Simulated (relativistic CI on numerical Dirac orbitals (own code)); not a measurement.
**Ni⁶⁺: from the plainest model towards the measured levels**

Calculated with a relativistic CI code on KLI orbitals (one set per configuration, finite nucleus), adding one ingredient at a time: step 1, Dirac-Coulomb, each configuration alone; step 2, with Breit and QED terms; step 3, with configuration mixing; step 4, with scaled Slater integrals (0.9); step 5, with a P86 correlation estimate; step 6, tied to the ionisation limit. P86 is a density functional for the correlation energy, evaluated here for each configuration and added to its levels. Step 6 is semi-empirical: configurations made of the next ion and one excited electron move by -10793 cm⁻¹, so that their limit matches the tabulated ionisation energy, and those with a non-penetrating f or g electron also take the P86 value of the least penetrating other one.

Configurations in the expansion (outside the closed core [Ne]): 3s²3p⁶3d⁴, 3s²3p⁶3d³4p, 3s²3p⁵3d⁵, 3s²3p⁶3d³4s, 3s3p⁶3d⁵, 3s²3p⁶3d³4d, 3s²3p⁶3d³5s, 3s²3p⁶3d³4f, 3s²3p⁶3d³5p, 3s²3p⁶3d³5d, 3s²3p⁶3d³5f, 3s²3p⁶3d²4s4p, 3s²3p⁵3d⁴4s, 3s²3p⁶3d²4s², 3s²3p⁶3d4s²4p, 3s²3p⁶3d4s²4d, 3s²3p⁶3d4s²5s, 3p⁶3d⁶, 3p⁵3d⁷.

Computed minus measured energy above the ground level, in cm⁻¹, for 11 of the 38 excited levels that pair in every step (one J of a term; a digit in brackets numbers repeated terms):

| Configuration | Term | J | Measured | Step 1 | Step 2 | Step 3 | Step 4 | Step 5 | Step 6 |
| --- | --- | --- | --- | --- | --- | --- | --- | --- | --- |
| 3s²3p⁶3d⁴ | 5D | 1 | 279 | 27 | -10 | -12 | -7 | -7 | -7 |
| 3s²3p⁶3d⁴ | 3P | 0 | 30077 | 4933 | 5060 | 4324 | 830 | 831 | 832 |
| 3s²3p⁶3d⁴ | 3H | 4 | 31672 | 1787 | 1608 | 2484 | -944 | -946 | -944 |
| 3s²3p⁶3d⁴ | 3F | 2 | 34247 | 4508 | 4355 | 3692 | 94 | 94 | 96 |
| 3s²3p⁶3d⁴ | 3G | 3 | 38160 | 4360 | 4153 | 3470 | -446 | -446 | -445 |
| 3s²3p⁶3d³4p | 5D° | 3 | 468690 | -695 | -621 | -2354 | -3331 | 4989 | -5712 |
| 3s²3p⁶3d³4p | 5F° | 3 | 471096 | -1034 | -895 | -2039 | -3199 | 5119 | -5586 |
| 3s²3p⁶3d³4p | 3D° | 2 | 471976 | -467 | -392 | -1931 | -3117 | 5211 | -5503 |
| 3s²3p⁶3d³4p | 3G° | 3 | 476258 | -486 | -277 | -625 | -2596 | 5743 | -5000 |
| 3s²3p⁶3d³4p | 3F° | 2 | 479950 | 85 | 285 | -546 | -2856 | 5484 | -5253 |
| 3s²3p⁶3d³4p | 5P° | 1 | 486151 | 3816 | 4019 | 1638 | -1113 | 6978 | -3446 |

Mean absolute errors in cm⁻¹, over all paired levels and for the configurations:

```tsv
Configuration, levels	Step 1	Step 2	Step 3	Step 4	Step 5	Step 6
all, 38	2070	1984	1874	1913	3262	3292
3s²3p⁶3d⁴, 16	3012	2809	2596	439	439	439
3s²3p⁶3d³4p, 22	1385	1384	1349	2985	5315	5367
```

Measured levels: Corliss and Sugar, J. Phys. Chem. Ref. Data 10, 197 (1981).

Task: What does each ingredient do to the ground and the excited configurations, and where is the model closest to experiment?

Result: Terms of the ground configuration are off by 3012 at first, 2596 with mixing and 439 after scaling, which stands in for the correlation that narrows term splittings. The Breit and QED terms change the top of the ground term (measured 2392) from 2718 to 2349. Mixing lowers the ground level by 1537; relative to it the configurations that move most are 3s²3p⁶3d³4p by -1332. The P86 estimate moves 3s²3p⁶3d³4p by +8300, and takes the mean absolute error of the excited configurations from 2985 to 5315; it overshoots. Step 6 takes that error from 5315 to 5367. The mean absolute error is lowest at step 3 (1874 cm⁻¹), and the largest single drop is from step 2 to 3 (1984 to 1874).
